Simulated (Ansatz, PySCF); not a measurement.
This triplet is an excited state, 2.50 eV above the relaxed singlet at the level frozen-core CCSD(T)/cc-pVTZ // PBE0-D3(BJ)/def2-TZVP (Ansatz, a first-principles code).

Cartesian coordinates (Å):
```xyz
7

N     -1.5662    -0.0257    -0.2309
Ge     0.0008    -0.0165     0.7825
N      1.5657     0.0354    -0.2329
H     -2.1538     0.7814    -0.0609
H     -2.1215    -0.8618    -0.0958
H      2.1212     0.8652    -0.0641
H      2.1538    -0.7780    -0.0979
```
Charge 0, spin multiplicity 3.

Question: Give the total energy, dipole moment and highest occupied spin orbital at the level PySCF with PBE0-D3(BJ)/def2-TZVP.

Answer: 
The total energy comes out as -2188.5179 Ha. The dipole moment comes out as 0.83 D. The highest occupied spin orbital is -4.53 eV.
